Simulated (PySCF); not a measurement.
**Ru⁺ (ruthenium, charge +1) across methods**

[Kr] 4d7, high-spin 4F determinant. Computed with PySCF 2.14 in x2c-TZVPPall with one added diffuse shell each of s, p, d, f type (9s7p7d3f1g, 95 functions), with the spin-free X2C one-electron Hamiltonian (Gaussian nucleus).

```csv
method,E (hartree),mean ε 4p β (eV),mean ε 4d α (eV),mean ε 4d β (eV),Σ⟨r²⟩ (bohr²),⟨S²⟩
PBE,-4529.64,-52.529,-13.357,-11.786,37.61,3.752
M06,-4530.08,-55.488,-14.852,-13.055,37.22,3.756
TPSS,-4529.87,-52.712,-13.236,-11.826,37.44,3.752
TPSSh,-4529.88,-53.835,-13.874,-12.392,37.30,3.752
UHF,-4527.75843,-62.849,-18.959,-16.654,36.77,3.756
r2SCAN,-4530.05,-53.289,-13.573,-11.856,37.24,3.753
LC-wPBE,-4529.63,-57.735,-17.641,-15.983,37.10,3.752
LDA,-4524.98,-52.862,-13.535,-11.914,37.69,3.751
```

Problem. Estimate the same row for PBE0.

Solution. E (hartree) = -4529.72; mean ε 4p β (eV) = -55.389; mean ε 4d α (eV) = -14.929; mean ε 4d β (eV) = -13.209; Σ⟨r²⟩ (bohr²) = 37.22; ⟨S²⟩ = 3.752.
